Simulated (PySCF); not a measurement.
6H-1,3-oxazine (C4H5NO), SMILES C1=CN=COC1. Heavy atoms are numbered as in [CH:1]1=[CH:2][N:3]=[CH:4][O:5][CH2:6]1. Hydrogens are named by the atom that carries them.

Coordinates come from a B3LYP-D3(BJ)/def2-SVP optimisation. The geometry has at least one imaginary mode, so it is a saddle point at that level. One conformer was computed; it need not be the lowest.

These are KT2/pcSseg-1 (PySCF) values and carry that method's errors.

GIAO shieldings, no solvent; atoms alike by connectivity are averaged. δ = σ(ref) − σ: ¹³C against TMS (σ = 185.1 ppm); ¹⁵N against NH3 (σ = 266.2 ppm); ¹⁷O against H2O (σ = 330.4 ppm); ¹H against TMS (σ = 31.47 ppm), references at their B3LYP-D3(BJ)/def2-TZVP geometries, non-relativistic.

```json
[
 {"atoms": "C4 (CH)", "nucleus": "¹³C", "count": "1", "δ (ppm)": "?"},
 {"atoms": "C2 (CH)", "nucleus": "¹³C", "count": "1", "δ (ppm)": "133.8"},
 {"atoms": "C1 (CH)", "nucleus": "¹³C", "count": "1", "δ (ppm)": "?"},
 {"atoms": "C6 (CH2)", "nucleus": "¹³C", "count": "1", "δ (ppm)": "?"},
 {"atoms": "N3", "nucleus": "¹⁵N", "count": "1", "δ (ppm)": "?"},
 {"atoms": "O5", "nucleus": "¹⁷O", "count": "1", "δ (ppm)": "146.0"},
 {"atoms": "H on C4", "nucleus": "¹H", "count": "1", "δ (ppm)": "6.68"},
 {"atoms": "H on C2", "nucleus": "¹H", "count": "1", "δ (ppm)": "6.36"},
 {"atoms": "H on C6", "nucleus": "¹H", "count": "2", "δ (ppm)": "?"},
 {"atoms": "H on C1", "nucleus": "¹H", "count": "1", "δ (ppm)": "4.96"}
]
```

Q: Complete the blanks. (The exact figures need the calculation; the answer reports its results.)

A: 
- C4 (CH), δ (ppm): 148.5
- N3, δ (ppm): 235.1
- C1 (CH), δ (ppm): 108.7
- H on C6, δ (ppm): 5.54
- C6 (CH2), δ (ppm): 72.4
